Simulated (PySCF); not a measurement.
C3H6F2Si, SMILES F[C@@H]1[C@H]([SiH2]F)C1. Heavy atoms are numbered as in [F:1][SiH2:2][C@@H:3]1[CH2:4][C@@H:5]1[F:6]. Hydrogens are named by the atom that carries them.

The structure is a stationary point at PBE0-D3(BJ)/def2-SVP. The structure was generated by enumeration; whether it is a known compound was not checked. Other conformers were not sampled.

Method: PySCF with ωB97X/def2-TZVP.

Atomic charges (e), one atom of each kind:

```csv
atom,meta-Löwdin,Löwdin
F1,-0.52,-0.03
Si2 (SiH2),0.99,0.25
C3 (CH),-0.40,-0.32
C4 (CH2),-0.24,-0.21
C5 (CH),0.20,-0.32
F6,-0.31,0.13
H on Si2,-0.12,-0.04
H on C3,0.13,0.15
H on C4,0.13,0.14
H on C5,0.12,0.13
```

Question: Give the Mayer and Wiberg (Löwdin basis) orders of the bonds. (The exact figures need the calculation; the answer reports its results.)

Answer: 
```
bond    Mayer  Wiberg
------  -----  ------
F1–Si2   1.06    1.68
Si2–C3   0.97    1.08
C3–C4    0.93    1.21
C3–C5    0.92    1.23
C4–C5    0.96    1.28
C5–F6    1.02    1.66
```
